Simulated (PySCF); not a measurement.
Radial density of Ti(2+) (titanium, charge +2)

TPSS, [Ar] 3d2, high-spin 3F determinant. Calculation: PySCF 2.14, in jorge-DZP-DKH; scalar relativity by spin-free X2C-1e.

```csv
r (bohr),4πr²ρ (e/bohr),4πr²(ρα − ρβ)
0.00123,0.1763,0.0000
0.00206,0.4464,0.0000
0.00347,1.115,0.0000
0.00584,2.700,-0.0001
0.00982,6.138,-0.0003
0.0165,12.50,-0.0005
0.0278,21.09,-0.0009
0.0468,26.15,-0.0016
0.0786,21.92,-0.0033
0.132,20.59,-0.0032
0.222,28.02,0.0528
0.374,16.20,0.3278
0.629,8.278,0.9809
1.06,9.299,1.3565
1.78,2.311,0.7322
3.00,0.1537,0.1200
5.04,0.002328,0.0023
```

Densities and radii are taken from the X2C orbitals without a picture-change correction, which distorts them close to the nucleus.

**Question.** Where is the radial spin density 4πr²(ρα − ρβ) most negative, and why is it negative at all?

**Answer.** Around r = 0.0786 bohr, down to -0.0033 e/bohr: exchange with the open shell polarises the paired shells in an unrestricted calculation.
